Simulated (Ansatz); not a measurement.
Mulliken charges of CH6SSi2, SMILES `C1[SiH2][SiH2]S1` from PBE/def2-TZVPP in Ansatz (PBE0-D4/def2-TZVP geometry).

```
atom   x (Å)   y (Å)   z (Å)  charge (e)
  C1  -0.577   1.262   0.093      -0.190
 Si2  -0.831  -0.520  -0.510       0.161
 Si3   1.324  -0.855   0.280       0.180
  S4   0.831   1.008   1.254      -0.190
  H5  -0.283   1.951  -0.699       0.123
  H6  -1.420   1.691   0.636       0.115
  H7  -1.840  -1.212   0.336      -0.042
  H8  -1.219  -0.677  -1.941      -0.059
  H9   2.458  -0.750  -0.681      -0.052
 H10   1.639  -1.950   1.235      -0.047
```

Q: By hand: the dipole of these point charges (1 e Å = 4.8032 D).

A: Σ q r = (-0.197, -0.013, -0.223) e Å, of length 0.298 e Å = 1.43 D.

Q: How does the dipole of the full density compare? (Estimate.)

A: Ansatz gave: (-0.166, -0.039, -0.212) e Å, 1.31 D; the point charges give 1.09 times that, at 7° from its direction.

Point charges leave out the atoms' own dipoles, such as those of lone pairs, and Mulliken's split depends on the basis, so the close match here is no proof of good charges.
